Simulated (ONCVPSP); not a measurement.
An all-electron radial function and its pseudo partner (Mg)

Columns: radius, all-electron u(r) and pseudo u(r) of the 2s shell (level -79.28 eV) of magnesium in the configuration [He] 2s2 2p6 3s2; LDA (Perdew-Zunger), scalar-relativistic, ONCV scheme, ONCVPSP 4.0.1.

| r (bohr) | all-electron | pseudo |
| --- | --- | --- |
| 0.060 | -0.5560 | 0.2071 |
| 0.120 | -0.3873 | 0.4066 |
| 0.180 | 0.0010 | 0.5916 |
| 0.240 | 0.3995 | 0.7562 |
| 0.300 | 0.7282 | 0.8954 |
| 0.360 | 0.9675 | 1.0063 |
| 0.420 | 1.1218 | 1.0871 |
| 0.480 | 1.2047 | 1.1377 |
| 0.540 | 1.2327 | 1.1598 |
| 0.600 | 1.2204 | 1.1560 |
| 0.660 | 1.1796 | 1.1297 |
| 0.720 | 1.1201 | 1.0852 |
| 0.780 | 1.0490 | 1.0269 |
| 0.840 | 0.9719 | 0.9594 |
| 0.900 | 0.8928 | 0.8865 |
| 0.960 | 0.8143 | 0.8116 |
| 1.020 | 0.7384 | 0.7374 |
| 1.080 | 0.6662 | 0.6660 |
| 1.140 | 0.5986 | 0.5985 |
| 1.200 | 0.5360 | 0.5359 |
| 1.260 | 0.4785 | 0.4784 |
| 1.320 | 0.4259 | 0.4259 |
| 1.380 | 0.3783 | 0.3782 |
| 1.440 | 0.3353 | 0.3353 |
| 1.500 | 0.2967 | 0.2967 |
| 1.560 | 0.2621 | 0.2621 |

(1) How many radial nodes do the two functions have?

(2) At about which radius was the pseudo-wave matched?

(3) Is the pseudo-wave norm-conserving?

## Answers

(1) The all-electron 2s function has n − l − 1 = 1; the pseudo-wave has 0, since the states of the same l below it are removed with the core.

(2) 1.20 bohr. The columns agree to 0.0005 from 1.08 bohr on; several derivatives are matched, so the curves merge somewhat inside the radius.

(3) Yes: the ONCV scheme keeps the norm inside the radius equal to the all-electron one, which fixes the energy derivative of the logarithmic derivative at the level.
